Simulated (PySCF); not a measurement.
## A small calculation by hand: oscillator strength and radiative lifetime

Sn(OMe)2 (C2H6O2Sn), SMILES C[O][Sn][O]C (connectivity only; charge and spin as stated), neutral, multiplicity 1.

The structure is a stationary point at PBE0-D3(BJ)/def2-SVP. The structure was generated by enumeration; whether it is a known compound was not checked. The def2 effective core potentials stand for the cores of Sn; spin–orbit coupling is left out. Other conformers were not sampled.

TDA-PBE/def2-SVPD (PySCF) puts the first singlet state with f over 0.02 at 4.03 eV (vertical), with the transition dipole (-0.100, -0.638, 0.000) in atomic units.

Task: Find the oscillator strength, the wavelength and the radiative lifetime that this transition would have in vacuum if emission retraced absorption.

Result: 
|μ|² = 0.4170 au, so |μ| = 1.64 D. ΔE = 4.03/27.211 = 0.1481 hartree. f = (2/3) ΔE |μ|² = 0.041 (the program prints 0.041).
λ = 1239.84/4.03 = 308 nm; ν = 32504 cm⁻¹.
Einstein's coefficient A = 0.6670 ν² f s⁻¹ (ν in cm⁻¹) = 2.9e7 s⁻¹, so τ = 1/A = 34 ns. This state is S2; the lower singlet has f = 0.000. The figure is the radiative limit of this one transition; relaxation, internal conversion, crossing to triplets and a medium change what is measured.
